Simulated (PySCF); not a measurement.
C3H, SMILES [C][C][CH+] (connectivity only; charge and spin as stated), charge +1, multiplicity 1.

Geometry optimised at PBE0-D3(BJ)/def2-TZVP.

Level of theory: TDDFT-B3LYP/def2-TZVPD in PySCF.

Vertical excitations; the highest root listed may be one member of a degenerate set. The molecule is in vacuum. State labels are in the subgroup C2v.

```
state  symmetry  energy (eV)  λ (nm)      f                                   main pairs
-----  --------  -----------  ------  -----  -------------------------------------------
S1           B1         3.24     383  0.009                   HOMO→LUMO (degenerate set)
S2           B2         3.24     383  0.009                 HOMO→LUMO+1 (degenerate set)
S3           A2         3.86     321  0.000         HOMO−2→LUMO+1 50 %, HOMO−1→LUMO 50 %
S4           A1         4.07     305  0.000  HOMO−2→LUMO, HOMO−1→LUMO+1 (degenerate set)
S5           A2         4.07     305  0.000  HOMO−1→LUMO, HOMO−2→LUMO+1 (degenerate set)
S6           A1         8.15     152  0.830         HOMO−1→LUMO+1 52 %, HOMO−2→LUMO 52 %
S7           B2         9.82     126  0.022  HOMO−3→LUMO+1, HOMO→LUMO+3 (degenerate set)
S8           B1         9.82     126  0.022    HOMO−3→LUMO, HOMO→LUMO+2 (degenerate set)
S9           B1         9.97     124  0.011    HOMO→LUMO+2, HOMO−3→LUMO (degenerate set)
S10          B2         9.97     124  0.011  HOMO→LUMO+3, HOMO−3→LUMO+1 (degenerate set)
T1           B2         1.64     757      0                 HOMO→LUMO+1 (degenerate set)
T2           B1         1.64     757      0                   HOMO→LUMO (degenerate set)
T3           A1         2.90     427      0         HOMO−1→LUMO+1 50 %, HOMO−2→LUMO 50 %
T4           A1         3.25     382      0         HOMO−2→LUMO 50 %, HOMO−1→LUMO+1 50 %
```
Triplets are in the Tamm–Dancoff approximation, which puts them higher than full response would, so one can lie above its singlet here.
